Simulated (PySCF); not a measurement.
Excitation energy of B⁺ by level of theory

B⁺ [He] 2s2 (1S) → B⁺ [He] 2p2 (3P), as a difference of total energies. Computed with PySCF 2.14 in def2-TZVPPD, with no relativity, point nucleus. Correlated levels: valence: 1s2 frozen; valence and next inner shell: nothing frozen. The calculations carry no spin-orbit coupling.

| method | excitation energy (eV) |
| --- | --- |
| UHF | 10.940 |
| LDA | 9.963 |
| PBE | 9.998 |
| PBE0 | 10.406 |
| r2SCAN | 10.106 |
| M06 | 10.293 |
| r2SCAN0 | 10.460 |
| LC-wPBE | 10.529 |
| TPSS | 10.324 |
| MP2 (valence) | 11.727 |
| SCS-MP2 (valence) | 12.040 |
| MP2 (valence and next inner shell) | 11.691 |
| SCS-MP2 (valence and next inner shell) | 12.016 |

**Question.** How much does correlation contribute at MP2 (valence and next inner shell)?

**Answer.** 11.691 − (10.940) = 0.751 eV, measured against UHF.

Errors of the correlated levels include the incompleteness of this basis and the frozen core.

For comparison: 12.265 eV (measured; NIST levels, between the centres of gravity of the two terms).
